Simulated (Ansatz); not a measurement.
Reaction (silylene formation by 1,1-elimination): `C[SiH](Cl)[SbH2]` → `[Cl][SbH2]` + `C[SiH]`

Computed with Ansatz on PBE0-D4/def2-TZVP structures; ΔE is electronic, products minus reactants. CCSD(T)/CBS is the MP2 limit (def2-TZVPP, def2-QZVPP) plus CCSD(T) − MP2 in def2-TZVPP, frozen cores. This one scheme is used for every species. Functionals use def2-TZVPP. B3LYP here is the variant with VWN-RPA as its local correlation; programs differ in this. def2 core potentials past Kr. For Sb outer-core shells are correlated without core-valence functions, which leaves a few kJ/mol of doubt a bond.

| level | ΔE (kJ/mol) |
| --- | --- |
| r2SCAN | 326.1 |
| B3LYP | 281.4 |

**Question.** What does CCSD(T)/CBS give? (Estimate.)

**Answer.** The calculation gave: +313.4 kJ/mol. The listed levels differ from it by 12.7, -32.0 kJ/mol.

Largest T1 diagnostic among the species: 0.013.

From BLYP to BHLYP (50 % exact exchange), in def2-TZVPP and without D4, ΔE moves by +32.8 kJ/mol. Leaving LDA and LC-ωPBE aside and taking each functional with its dispersion term where it has one, the values, not all of them listed here, spread over 48.5 kJ/mol, from BLYP-D4 to r2SCAN0-D4. LDA lies +40.2 kJ/mol from PBE without D4. In def2-TZVPP, CCSD(T) changes the Hartree–Fock value by +27.0 kJ/mol (the triples alone add +5.5 kJ/mol) and MP2 by +53.2 kJ/mol.
